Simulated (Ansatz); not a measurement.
Born–Oppenheimer molecular dynamics of CH8AlFN2O (14 atoms, charge 0, multiplicity 1). It starts from a rough guess of a transition structure, not a stationary point.

Method: Ansatz 0.2.0, UKS BLYP-D4/STO-3G.

```yaml
ensemble: NVE (velocity Verlet)
time_step: 0.5 fs
steps_asked: 150
starting_velocities_drawn_for: 600 K
seed: 461634
```

First frame:

```xyz
14
Properties=species:S:1:pos:R:3
Al -0.652 0.769 -0.311
O 0.989 -0.660 -0.189
C 1.376 -1.749 0.594
N -0.746 1.161 -2.031
N -1.844 0.601 0.987
H 1.243 0.487 0.298
F 1.055 1.645 0.570
H 0.916 -1.736 1.587
H 2.467 -1.744 0.708
H 1.080 -2.673 0.085
H 0.044 1.056 -2.652
H -1.488 1.641 -2.518
H -2.849 0.635 0.905
H -1.591 0.568 1.968
```

Q: How far do the bonds stretch over the last three quarters of this one trajectory? (Pairs bonded in most of those frames.)

A: 
```
  bond  mean (Å)  spread (Å)  shortest  longest
Al1–O2     1.875       0.101      1.70     2.02
Al1–N4     1.799       0.068      1.71     1.91
Al1–N5     1.762       0.036      1.69     1.80
Al1–F7     1.849       0.166      1.56     2.05
 O2–C3     1.513       0.110      1.34     1.69
 C3–H8     1.129       0.023      1.09     1.17
 C3–H9     1.119       0.010      1.09     1.14
C3–H10     1.125       0.047      1.04     1.20
N4–H11     1.067       0.021      1.02     1.10
N4–H12     1.078       0.054      0.99     1.16
N5–H13     1.051       0.017      1.02     1.08
N5–H14     1.051       0.036      1.00     1.11
```

Pairs bonded in part of these frames only: Al1–H6 12 %, O2–H6 39 %, H6–F7 5 %.

Mean temperature of the second half: 934 K. The conserved energy stayed within 0.32 meV per atom of its start (net change 0.031 meV per atom), so the integration is sound. The kinetic energy rose, since the run started high on the potential surface and went downhill. A run of 0.075 ps of so small a system gives no equilibrium averages. The orbitals were unrestricted but ended closed-shell. Limits of this set-up: minimal basis.

Run time: 8.4 min on 1 thread of INTEL(R) XEON(R) PLATINUM 8581C CPU @ 2.10GHz (Emerald Rapids), on a shared host, peak memory 0.14 GiB.
